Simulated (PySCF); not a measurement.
C5H2F3NO.
Geometry (GFN2-xTB, Å), atoms numbered from 1 in this order:
```
atom  x, y, z in Å
N1     2.7120   -1.0135   -0.5624
C2     1.9404    0.0655   -0.8299
O3     2.2931    1.0143   -1.4877
C4     0.6173   -0.0246   -0.2401
C5    -0.5095    0.0327    0.1888
C6    -1.8004   -0.0230    0.7457
F7    -2.1070   -1.1210    1.4644
C8    -2.7212    0.9372    0.6028
F9    -3.9368    0.9076    1.1149
F10   -2.5156    2.0472   -0.0806
H11    2.3809   -1.7841   -0.0097
H12    3.6480   -1.0391   -0.9320
```

Method used: PBE0/def2-SVPD in PySCF (dipole) on a GFN2-xTB geometry, gas phase.

Masses are those of the commonest isotopes; rigid-rotor values at the optimised geometry. The values belong to one conformer with, in the numbering `[NH2:1][C:2](=[O:3])[C:4]#[C:5][C:6]([F:7])=[C:8]([F:9])[F:10]`, H–N1–C2–O3 180° and 0°.

**Question.** Give the principal moments of inertia and the rotational constants in GHz.

**Answer.** Ia = 169.66, Ib = 906.25, Ic = 1075.90 u·Å²; 505379 MHz·u·Å²/I gives 2979, 557.7 and 469.7 MHz, that is A = 2.9788, B = 0.5577, C = 0.4697 GHz.

**Question.** What kind of rotor is it?

**Answer.** A near-prolate asymmetric top. Ray's parameter κ = (2B − A − C)/(A − C) = -0.930; −1 is the prolate and +1 the oblate limit.

**Question.** What does the inertial defect say?

**Answer.** Planar: Δ = Ic − Ia − Ib = 0.00 u·Å². For a rigid frame Δ = −2 Σ m c², so it vanishes when all atoms lie in the ab plane; here none is more than 0.01 Å from it.

**Question.** Predict some low-J microwave lines.

**Answer.** The dipole components are |μa| = 0.74 D, |μb| = 3.15 D, |μc| = 0.00 D; the mirror of this Cs structure is the ab plane, so μc vanishes by symmetry and there are no c-type lines. Intensities carry the squares of the components, which stand as 0.05 : 1.00 (a : b). Some lines, for components of 0.1 D or more:

| type | branch | J(Ka,Kc) | MHz | lower level (cm⁻¹) |
| --- | --- | --- | --- | --- |
| a | Q | 3(1,2) ← 3(1,3) | 528 | 0.279 |
| b | R | 3(0,3) ← 2(1,2) | 737 | 0.181 |
| a | R | 1(0,1) ← 0(0,0) | 1027 | 0.000 |
| b | Q | 1(1,0) ← 1(0,1) | 2509 | 0.034 |
| b | Q | 2(1,1) ← 2(0,2) | 2599 | 0.103 |
| a | R | 3(1,3) ← 2(1,2) | 2949 | 0.181 |
| a | R | 3(2,2) ← 2(2,1) | 3082 | 0.432 |
| a | R | 3(2,1) ← 2(2,0) | 3092 | 0.432 |
| a | R | 3(1,2) ← 2(1,1) | 3213 | 0.189 |
| b | R | 1(1,1) ← 0(0,0) | 3449 | 0.000 |
| b | R | 3(1,3) ← 2(0,2) | 5284 | 0.103 |
| b | Q | 3(2,1) ← 3(1,2) | 7145 | 0.297 |
| b | Q | 2(2,0) ← 2(1,1) | 7266 | 0.189 |
| b | R | 2(2,1) ← 1(1,0) | 9406 | 0.118 |
| b | R | 2(2,0) ← 1(1,1) | 9496 | 0.115 |
| b | R | 3(2,1) ← 2(1,2) | 10621 | 0.181 |
| b | Q | 3(3,0) ← 3(2,1) | 12315 | 0.535 |
| b | Q | 3(3,1) ← 3(2,2) | 12327 | 0.535 |
| b | R | 3(3,1) ← 2(2,0) | 15407 | 0.432 |

**Question.** Estimate the classical rotational partition function at 10 K, 100 K and 200 K.

**Answer.** Point group Cs, symmetry number σ = 1; q = (√π/σ)·√((kT/h)³/(ABC)), k/h = 20836.6 MHz/K: 6040 at 10 K, 191000 at 100 K, 540000 at 200 K.

No GFN2-xTB frequencies stand behind this structure, so it isn't proved a minimum. Constants of a rigid frame at the computed geometry: no zero-point averaging, no centrifugal distortion. Quadrupole hyperfine structure (14N) is left out.

Rough CPU time on one thread of a shared machine: about 1.7 min. This is the PBE0/def2-SVPD job that gave the dipole, with the excitations it also computed.
